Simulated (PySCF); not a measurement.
A structure optimised at PBE0-D3(BJ)/def2-SVP, used in a PySCF frequency run:

```xyz
11

C     -3.3256    -0.4723     0.0439
N     -1.9823    -0.4216    -0.4564
C     -1.0177    -0.2821     0.3582
Si     0.6944    -0.2086    -0.3857
F      1.5706    -1.4632     0.1474
Cl     1.6291     1.4980     0.2834
H     -3.4001    -0.3819     1.1454
H     -3.7909    -1.4189    -0.2752
H     -3.9138     0.3318    -0.4270
H     -1.1810    -0.1941     1.4562
H      0.6693    -0.2365    -1.8622
```

### Question
Write its SMILES and formula.

### Answer
C/N=C/[Si@H](F)Cl, C2H5ClFNSi

### Question
What are its rotational constants (standard atomic weights)?

### Answer
3.9794, 1.1603, 0.95683 GHz
